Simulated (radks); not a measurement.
Problem. These are the eigenvalues of the occupied orbitals of an atom or ion with whole-number occupations (eV). Method: non-relativistic Kohn-Sham, PBE, spin-polarised, spherical densities, point nucleus; computed with a radial shooting solver on a logarithmic mesh with Libxc functionals.

1s up: -21237.96
1s down: -21226.95
2s up: -4909.402
2s down: -4889.731
2p up: -4805.276

Which element is it, and in what charge state? The configuration may be excited. Open shells, if any, are filled with parallel spins first.

Solution. Z = 41, niobium, charge +36: Nb36+ in [He] 2s2 2p1. The list shows which subshells hold electrons but not how many an open one holds; the 1s level, -780.48 hartree, gives Z - s = 39.5 by -(Z - s)^2/2, which with screening narrows Z to a few neighbours, and the depths of the outer levels then fix element, charge and occupations together.
